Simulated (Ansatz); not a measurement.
Consider the ligand exchange at the Si–C bond: `O[SiH](O)/C=C/[SiH3]` + `[OH][AlH2]` → `O[SiH](O)[O][AlH2]` + `C=C[SiH3]`.

Gas-phase electronic energies from Ansatz, PBE0-D4/def2-TZVP geometries. CBS: MP2 limit from def2 TZ/QZ plus the TZ coupled-cluster correction, frozen cores. This one scheme is used for every species. Functionals use def2-TZVPP. B3LYP here is the variant with VWN-RPA as its local correlation; programs differ in this. One conformer a species, not always the lowest.

Question: Is it downhill or uphill in electronic energy at CCSD(T)/CBS, and by how much? (Estimate.)

Answer: The calculation gave: Downhill: ΔE = -33.1 kcal/mol.

Question: What do these levels give: PBE-D4, r2SCAN-D4, PBE0-D4, B3LYP-D4, SCS-MP2/def2-TZVPP, SCS-MP2/def2-QZVPP? (Best estimate.)

Answer: Ansatz gave: PBE-D4 -29.0, r2SCAN-D4 -32.7, PBE0-D4 -31.0, B3LYP-D4 -32.9, SCS-MP2/def2-TZVPP -33.9, SCS-MP2/def2-QZVPP -34.0 kcal/mol.

Largest T1 diagnostic among the species: 0.012.

In def2-TZVPP, CCSD(T) changes the Hartree–Fock value by +5.8 kcal/mol (the triples alone add +1.0 kcal/mol) and MP2 by +6.1 kcal/mol. From PBE to PBE0 (25 % exact exchange), in def2-TZVPP and without D4, ΔE moves by −2.0 kcal/mol. The D4 term adds +0.8 kcal/mol with B3LYP and +0.5 kcal/mol with PBE0; it sums over pairs of atoms, weighted by their polarisabilities, and B3LYP, whose exchange is more repulsive, gets the larger term.
